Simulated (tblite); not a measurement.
Record of a relaxation.

Species: C₆H₁₁BSSi.
Atom-mapped SMILES: `[BH2:1][CH2:2][c:3]1[cH:4][c:5]([SiH2:6][CH3:7])[cH:8][s:9]1` (hydrogens: H10, H11 on B1; H12, H13 on C2; H14 on C4; H15, H16 on Si6; H17, H18, H19 on C7; H20 on C8)

Computed with GFN2-xTB (tblite), gas phase: L-BFGS steps from a force-field or distance-geometry start until the largest atomic force falls under 0.01 eV/Å. 10 of its 127 geometries are shown.

Step 0: E = -669.3703 eV, largest atomic force 3.886 eV/Å
```
atom  x, y, z in Å  |  force x, y, z in eV/Å
B1      3.831    0.463    0.318   -0.099   0.428  -0.105
C2      2.931   -0.185   -0.815    0.956  -1.511   0.039
C3      1.518    0.207   -0.662   -0.589   1.046  -0.753
C4      0.567   -0.430    0.044    2.574  -2.641   1.226
C5     -0.683    0.082    0.065   -2.879   1.795  -0.322
Si6    -2.108   -0.689    0.997    0.496  -0.716   0.387
C7     -3.690   -0.174    0.161   -0.091   0.721  -0.577
C8     -0.860    1.229   -0.668    2.063  -0.493  -0.269
S9      0.776    1.642   -1.435   -1.374  -0.841   1.058
H10     4.333    1.499    0.058    0.004  -0.246   0.332
H11     3.926   -0.084    1.359    0.031   0.271  -0.246
H12     3.038   -1.311   -0.694   -0.537   0.987  -0.153
H13     3.313    0.010   -1.817   -0.168   0.332  -0.054
H14     0.816   -1.366    0.616   -0.243   0.997  -0.641
H15    -2.061   -0.324    2.409    0.022   0.052   0.159
H16    -2.010   -2.153    0.870    0.124  -0.004   0.072
H17    -3.402    0.138   -0.878   -0.800  -0.364   0.843
H18    -4.374   -1.038    0.146    0.015   0.937  -0.092
H19    -4.080    0.719    0.700   -0.212  -0.882  -0.649
H20    -1.785    1.776   -0.775    0.707   0.132  -0.256
```

Step 14: E = -670.0578 eV, largest atomic force 0.156 eV/Å
```
atom  x, y, z in Å  |  force x, y, z in eV/Å
B1      3.804    0.501    0.285   -0.076  -0.017  -0.039
C2      2.963   -0.204   -0.855   -0.024  -0.056  -0.037
C3      1.531    0.174   -0.619    0.052   0.053  -0.094
C4      0.614   -0.500    0.118    0.098  -0.004  -0.008
C5     -0.689    0.067    0.104    0.140  -0.035   0.008
Si6    -2.131   -0.721    1.003   -0.021  -0.087   0.084
C7     -3.734   -0.167    0.160   -0.022   0.062  -0.067
C8     -0.714    1.193   -0.657    0.036   0.034  -0.052
S9      0.813    1.570   -1.362    0.064   0.045   0.040
H10     4.307    1.540    0.102   -0.049  -0.010  -0.014
H11     3.883   -0.013    1.332   -0.018   0.024   0.006
H12     2.995   -1.294   -0.793    0.135   0.012  -0.028
H13     3.246    0.092   -1.866    0.004   0.017   0.047
H14     0.871   -1.402    0.640   -0.105  -0.061   0.098
H15    -2.084   -0.356    2.422   -0.044   0.079   0.070
H16    -1.963   -2.177    0.928   -0.019  -0.066  -0.062
H17    -3.530    0.115   -0.868   -0.063  -0.021  -0.097
H18    -4.487   -0.949    0.144    0.021   0.021   0.067
H19    -4.162    0.701    0.649   -0.038  -0.004   0.049
H20    -1.539    1.840   -0.872   -0.069   0.014   0.029
```

Step 28: E = -670.0892 eV, largest atomic force 0.094 eV/Å
```
atom  x, y, z in Å  |  force x, y, z in eV/Å
B1      3.759    0.518    0.272   -0.032   0.008   0.031
C2      2.998   -0.228   -0.889    0.023  -0.004  -0.028
C3      1.567    0.128   -0.615    0.020  -0.004   0.009
C4      0.649   -0.535    0.138   -0.027   0.016  -0.029
C5     -0.645    0.053    0.125   -0.034   0.019   0.006
Si6    -2.134   -0.709    0.985    0.005  -0.017   0.032
C7     -3.750   -0.156    0.157    0.003   0.009  -0.005
C8     -0.662    1.189   -0.623    0.011  -0.022  -0.025
S9      0.867    1.555   -1.323    0.058  -0.031  -0.004
H10     4.208    1.582    0.096   -0.038   0.011  -0.001
H11     3.812    0.025    1.328   -0.001  -0.010   0.045
H12     3.092   -1.314   -0.869   -0.009  -0.012   0.045
H13     3.265    0.120   -1.885   -0.006   0.004  -0.063
H14     0.861   -1.441    0.680    0.032   0.049  -0.074
H15    -2.145   -0.314    2.400    0.020  -0.009   0.022
H16    -1.994   -2.168    0.885    0.003  -0.019   0.005
H17    -3.612    0.084   -0.893    0.009  -0.023  -0.019
H18    -4.496   -0.942    0.219   -0.022   0.028   0.012
H19    -4.159    0.724    0.644   -0.008   0.015  -0.009
H20    -1.488    1.839   -0.835   -0.007  -0.010   0.052
```

Step 42: E = -670.1174 eV, largest atomic force 0.109 eV/Å
```
atom  x, y, z in Å  |  force x, y, z in eV/Å
B1      3.593    0.566    0.284   -0.023  -0.033   0.003
C2      3.044   -0.273   -0.927   -0.088   0.013  -0.004
C3      1.608    0.091   -0.673   -0.010   0.040   0.032
C4      0.683   -0.587    0.065    0.000  -0.001   0.022
C5     -0.601    0.020    0.118    0.037   0.013  -0.019
Si6    -2.110   -0.705    0.980   -0.050  -0.077   0.041
C7     -3.732   -0.126    0.166    0.054  -0.029   0.014
C8     -0.606    1.193   -0.572    0.068   0.048  -0.071
S9      0.911    1.561   -1.296    0.092  -0.009  -0.036
H10     3.864    1.695    0.152   -0.027  -0.005  -0.033
H11     3.657    0.065    1.338   -0.014   0.004   0.047
H12     3.158   -1.355   -0.848   -0.027   0.080  -0.023
H13     3.355    0.046   -1.921   -0.068   0.009   0.039
H14     0.916   -1.512    0.560   -0.051  -0.089   0.012
H15    -2.094   -0.333    2.403    0.003   0.026  -0.023
H16    -2.007   -2.169    0.877    0.003   0.005  -0.018
H17    -3.636   -0.056   -0.915   -0.002   0.006   0.045
H18    -4.532   -0.832    0.377    0.046   0.024   0.002
H19    -4.059    0.843    0.536    0.087  -0.018  -0.026
H20    -1.417    1.879   -0.709   -0.030  -0.006  -0.006
```

Step 56: E = -670.1361 eV, largest atomic force 0.037 eV/Å
```
atom  x, y, z in Å  |  force x, y, z in eV/Å
B1      3.486    0.578    0.301   -0.008   0.008   0.011
C2      3.042   -0.287   -0.931    0.017   0.015   0.013
C3      1.614    0.078   -0.669    0.012  -0.021  -0.026
C4      0.675   -0.613    0.040    0.018   0.008  -0.007
C5     -0.596    0.013    0.097    0.021  -0.003   0.003
Si6    -2.079   -0.731    0.983    0.030   0.013  -0.015
C7     -3.680   -0.118    0.172   -0.007  -0.004   0.007
C8     -0.582    1.202   -0.570   -0.004  -0.010   0.005
S9      0.944    1.569   -1.272    0.006  -0.031   0.002
H10     3.679    1.723    0.161    0.024  -0.016   0.005
H11     3.549    0.094    1.364   -0.030  -0.003  -0.017
H12     3.171   -1.365   -0.853   -0.021   0.018  -0.012
H13     3.352    0.045   -1.919   -0.004   0.010   0.011
H14     0.878   -1.569    0.494   -0.015   0.034   0.003
H15    -2.042   -0.337    2.399   -0.003  -0.015   0.008
H16    -1.982   -2.192    0.870    0.002  -0.003   0.003
H17    -3.618   -0.139   -0.912    0.003  -0.006   0.003
H18    -4.517   -0.742    0.467   -0.031   0.003   0.007
H19    -3.912    0.899    0.472    0.005   0.026  -0.013
H20    -1.385    1.901   -0.697   -0.016  -0.024   0.009
```

Step 70: E = -670.1425 eV, largest atomic force 0.039 eV/Å
```
atom  x, y, z in Å  |  force x, y, z in eV/Å
B1      3.428    0.578    0.315    0.003   0.013   0.016
C2      3.050   -0.277   -0.943    0.002  -0.011   0.002
C3      1.618    0.073   -0.690   -0.014  -0.004  -0.017
C4      0.688   -0.620    0.032   -0.004  -0.005  -0.006
C5     -0.584    0.000    0.099   -0.008   0.009   0.002
Si6    -2.066   -0.741    0.990    0.009   0.007  -0.013
C7     -3.659   -0.102    0.180    0.000  -0.001   0.007
C8     -0.584    1.186   -0.574   -0.001  -0.005   0.000
S9      0.931    1.553   -1.296   -0.002   0.034  -0.004
H10     3.663    1.716    0.188   -0.002   0.024   0.014
H11     3.407    0.093    1.378    0.014  -0.021   0.010
H12     3.186   -1.353   -0.883    0.000  -0.039  -0.002
H13     3.381    0.080   -1.914   -0.014   0.015  -0.011
H14     0.894   -1.572    0.489    0.020   0.012   0.010
H15    -2.021   -0.370    2.411   -0.005   0.002  -0.001
H16    -1.971   -2.201    0.859   -0.019  -0.019   0.001
H17    -3.625   -0.209   -0.901   -0.006   0.004   0.016
H18    -4.525   -0.650    0.538    0.009   0.002   0.010
H19    -3.824    0.948    0.405    0.010  -0.006  -0.012
H20    -1.395    1.878   -0.686    0.009  -0.010  -0.022
```

Step 84: E = -670.1461 eV, largest atomic force 0.049 eV/Å
```
atom  x, y, z in Å  |  force x, y, z in eV/Å
B1      3.421    0.562    0.339   -0.004  -0.010  -0.012
C2      3.055   -0.258   -0.948   -0.015  -0.009   0.009
C3      1.621    0.090   -0.697    0.006   0.013   0.018
C4      0.701   -0.603    0.037   -0.017  -0.018  -0.042
C5     -0.584   -0.007    0.083    0.013   0.011   0.026
Si6    -2.058   -0.754    0.983   -0.009  -0.009   0.019
C7     -3.650   -0.093    0.194   -0.009   0.006   0.004
C8     -0.598    1.167   -0.610    0.012   0.009   0.005
S9      0.917    1.554   -1.323   -0.001  -0.023  -0.018
H10     3.648    1.706    0.253   -0.013  -0.008  -0.001
H11     3.398    0.041    1.386    0.014  -0.010  -0.016
H12     3.181   -1.338   -0.915    0.024   0.010   0.008
H13     3.391    0.118   -1.911   -0.012   0.021   0.040
H14     0.925   -1.540    0.516    0.004   0.002   0.000
H15    -2.010   -0.389    2.405    0.023   0.003   0.005
H16    -2.003   -2.217    0.852    0.027   0.010  -0.012
H17    -3.653   -0.260   -0.880   -0.027   0.022  -0.002
H18    -4.524   -0.584    0.608   -0.001  -0.014   0.004
H19    -3.763    0.972    0.369   -0.004   0.011  -0.028
H20    -1.418    1.845   -0.745   -0.012  -0.016  -0.007
```

Step 98: E = -670.1505 eV, largest atomic force 0.030 eV/Å
```
atom  x, y, z in Å  |  force x, y, z in eV/Å
B1      3.402    0.536    0.376    0.002   0.007  -0.004
C2      3.063   -0.232   -0.949    0.002  -0.004   0.002
C3      1.624    0.094   -0.705    0.003  -0.001   0.004
C4      0.712   -0.597    0.042   -0.001   0.008   0.002
C5     -0.580   -0.015    0.070   -0.010  -0.012  -0.026
Si6    -2.054   -0.756    0.974    0.002   0.003  -0.003
C7     -3.651   -0.073    0.214    0.000  -0.004   0.006
C8     -0.612    1.136   -0.658    0.005   0.006   0.005
S9      0.900    1.528   -1.375    0.002  -0.011  -0.016
H10     3.583    1.691    0.343   -0.001   0.002   0.014
H11     3.412   -0.038    1.395   -0.007   0.002  -0.008
H12     3.210   -1.309   -0.960    0.006  -0.014   0.001
H13     3.403    0.194   -1.888    0.011   0.009   0.005
H14     0.951   -1.515    0.548   -0.011   0.009  -0.011
H15    -1.968   -0.408    2.398   -0.005   0.006   0.019
H16    -2.000   -2.216    0.820   -0.003  -0.011  -0.002
H17    -3.724   -0.317   -0.843    0.003   0.007   0.007
H18    -4.523   -0.488    0.708   -0.003  -0.008   0.004
H19    -3.706    1.008    0.308   -0.003   0.001   0.004
H20    -1.446    1.789   -0.821    0.007   0.004  -0.002
```

Step 112: E = -670.1519 eV, largest atomic force 0.025 eV/Å
```
atom  x, y, z in Å  |  force x, y, z in eV/Å
B1      3.389    0.530    0.393   -0.007  -0.006   0.011
C2      3.073   -0.226   -0.945    0.012  -0.001   0.000
C3      1.627    0.087   -0.722    0.001  -0.002   0.002
C4      0.711   -0.599    0.025    0.000   0.005   0.013
C5     -0.581   -0.017    0.049   -0.009   0.000  -0.009
Si6    -2.048   -0.752    0.972    0.009   0.002   0.003
C7     -3.656   -0.070    0.233   -0.010   0.015   0.004
C8     -0.610    1.131   -0.686   -0.002  -0.008  -0.003
S9      0.902    1.512   -1.409   -0.001   0.014   0.002
H10     3.554    1.688    0.380    0.002   0.006   0.002
H11     3.401   -0.058    1.404   -0.012   0.002   0.000
H12     3.234   -1.300   -0.965   -0.012  -0.004  -0.002
H13     3.427    0.216   -1.872   -0.004  -0.001  -0.006
H14     0.946   -1.514    0.539    0.007  -0.009   0.002
H15    -1.955   -0.405    2.398    0.012  -0.001  -0.019
H16    -2.002   -2.212    0.815    0.006   0.000   0.004
H17    -3.744   -0.319   -0.822   -0.005   0.015   0.010
H18    -4.523   -0.482    0.741    0.024   0.001  -0.007
H19    -3.707    1.011    0.324   -0.010  -0.016  -0.004
H20    -1.440    1.788   -0.854   -0.003  -0.009  -0.002
```

Step 126: E = -670.1540 eV, largest atomic force 0.009 eV/Å
```
atom  x, y, z in Å  |  force x, y, z in eV/Å
B1      3.344    0.514    0.432   -0.007   0.003   0.001
C2      3.090   -0.214   -0.935   -0.002   0.002   0.003
C3      1.638    0.089   -0.745    0.001   0.003   0.000
C4      0.718   -0.598   -0.003   -0.001   0.002   0.002
C5     -0.579   -0.027   -0.003    0.001   0.004   0.005
Si6    -2.030   -0.746    0.955   -0.008   0.000  -0.005
C7     -3.659   -0.059    0.272   -0.006   0.002  -0.003
C8     -0.610    1.111   -0.753    0.004   0.001   0.008
S9      0.909    1.501   -1.456   -0.001  -0.007  -0.006
H10     3.502    1.673    0.452   -0.002  -0.001   0.000
H11     3.320   -0.097    1.428    0.001   0.000  -0.001
H12     3.254   -1.288   -0.974    0.005   0.002  -0.006
H13     3.470    0.252   -1.840    0.000  -0.009   0.000
H14     0.955   -1.507    0.520   -0.001   0.007   0.000
H15    -1.884   -0.388    2.374    0.002  -0.002   0.000
H16    -1.995   -2.208    0.811   -0.002  -0.003  -0.003
H17    -3.785   -0.297   -0.781    0.007   0.002   0.004
H18    -4.506   -0.479    0.807    0.005   0.002  -0.003
H19    -3.713    1.021    0.375    0.005  -0.003   0.006
H20    -1.446    1.756   -0.938   -0.001  -0.006  -0.002
```

**Question.** Summarise the path.

**Answer.** The energy falls by 75.62 kJ/mol from step 0 to step 126; nine tenths of that is first reached at step 19. It falls at every step. The largest force goes from 3.886 to 0.009 eV/Å. Among the bonds C8–S9 changes most, from 1.853 to 1.719 Å; the atoms move by 0.430 Å rms after alignment.

**Question.** Follow the three bonds and two angles with the largest change from start to end.

**Answer.** 
```
step  E above end (kJ/mol)  largest force (eV/Å)  C8–S9 (Å)  C4–C5 (Å)  C2–H12 (Å)  B1–C2–C3 (°)  B1–C2–H12 (°)
   0                 75.62                 3.886      1.853      1.351       1.138         111.2          106.0
   5                 17.78                 0.471      1.718      1.408       1.097         109.4          109.7
  11                 11.05                 0.226      1.722      1.420       1.091         107.7          112.3
  16                  8.39                 0.170      1.727      1.420       1.091         105.4          112.8
  22                  6.89                 0.101      1.722      1.422       1.091         103.1          113.7
  27                  6.34                 0.089      1.721      1.422       1.090         102.5          114.4
  33                  5.62                 0.075      1.722      1.421       1.090         100.5          115.0
  38                  4.68                 0.103      1.720      1.423       1.088          97.1          115.2
  44                  3.17                 0.123      1.722      1.421       1.089          93.5          115.9
  49                  2.12                 0.108      1.719      1.418       1.088          90.8          116.9
  55                  1.76                 0.061      1.719      1.418       1.088          89.9          117.0
  60                  1.56                 0.065      1.719      1.417       1.087          89.9          117.8
  66                  1.25                 0.052      1.718      1.417       1.089          88.7          117.7
  71                  1.09                 0.043      1.718      1.416       1.086          88.0          117.8
  77                  0.97                 0.045      1.718      1.416       1.088          87.9          117.7
  82                  0.83                 0.054      1.719      1.417       1.087          88.0          117.7
  88                  0.58                 0.070      1.718      1.416       1.087          87.9          118.1
  93                  0.39                 0.041      1.718      1.417       1.088          88.0          117.9
  99                  0.32                 0.029      1.718      1.417       1.087          87.8          117.8
 104                  0.28                 0.018      1.718      1.417       1.087          87.7          117.7
 110                  0.22                 0.017      1.718      1.418       1.087          88.2          117.6
 115                  0.13                 0.039      1.718      1.417       1.087          87.9          117.6
 121                  0.03                 0.021      1.719      1.417       1.087          87.7          117.9
 126                  0.00                 0.009      1.719      1.417       1.087          87.3          117.7
```

The cost below is that of the whole relaxation. Hardware: one thread of an Arm Neoverse N1 (shared host). Cost: 2.0 s.
